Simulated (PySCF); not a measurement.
## Computed properties of CH₄Cl₂OSi₂, SMILES O1C[Si]([SiH2]1)(Cl)Cl

CH4Cl2OSi2, SMILES Cl[Si]1(Cl)CO[SiH2]1. Geometry: PBE0-D3(BJ)/def2-SVP. The structure was generated by enumeration, and PubChem lists no compound with its InChIKey, so it may never have been made. The values are those of a single conformer. All values are computed for the isolated molecule unless a solvent is named; none is compared with measurement here.

**Structure.** The optimised structure has Cs symmetry. All 24 harmonic modes at PBE0-D3(BJ)/def2-SVP (PySCF) are real, so it is a minimum. With heavy atoms numbered as in [Cl:1][Si:2]1([Cl:3])[CH2:4][O:5][SiH2:6]1, the shortest bond between them is C4–O5 at 1.432 Å and the longest Si2–Si6 at 2.329 Å.

**Vibrations.** The strongest infrared lines (harmonic, unscaled, degenerate partners summed) lie at 814 cm⁻¹ (194 km/mol, H 49 %, Si 27 %, O 21 %), 587 cm⁻¹ (159 km/mol, Si 62 %, Cl 17 %, C 13 %), 967 cm⁻¹ (156 km/mol, H 92 %). The softest mode is at 49 cm⁻¹ and the zero-point energy is 33.5 kcal/mol.

**Electronic structure.** M06-2X/def2-TZVP (PySCF) places the frontier levels at -8.93 and -0.02 eV, a gap of 8.91 eV, and gives a dipole moment of 0.66 D and a mean polarisability of 87.7 bohr³. PBE/def2-TZVP (PySCF) at the same geometry gives -6.72 and -1.66 eV, so its gap is 3.85 eV narrower. An orbital gap is neither the optical nor the fundamental gap.

**Excitations.** TDA-ωB97X/def2-SVPD (PySCF) has S1 at 6.29 eV (197 nm, f = 0.037, weak); the most intense of the 10 singlets computed lies at 6.91 eV (f = 0.17). T1 (TDA) is at 5.39 eV, 0.90 eV under S1. TDA-PBE/def2-SVPD (PySCF) puts S1 at 5.33 eV. No vertical singlet excitation falls in the visible range (under 3.1 eV).

**NMR.** GIAO shifts at B3LYP/pcSseg-1 (PySCF) (non-relativistic, atoms alike by connectivity averaged): ¹³C at 89.4 ppm against TMS; ¹H from 5.1 to 5.9 ppm against TMS; ²⁹Si from 33.5 to 64.8 ppm against TMS. Without spin–orbit terms, shifts of atoms bonded to Cl or Br come out too high.

**Solvation.** SMD-ωB97X/6-31G* (PySCF) gives -2.0 kcal/mol in water, -5.4 kcal/mol in acetone, -4.7 kcal/mol in tetrahydrofuran (1 M in both phases, gas-phase geometry); of these solvents acetone holds the molecule best.
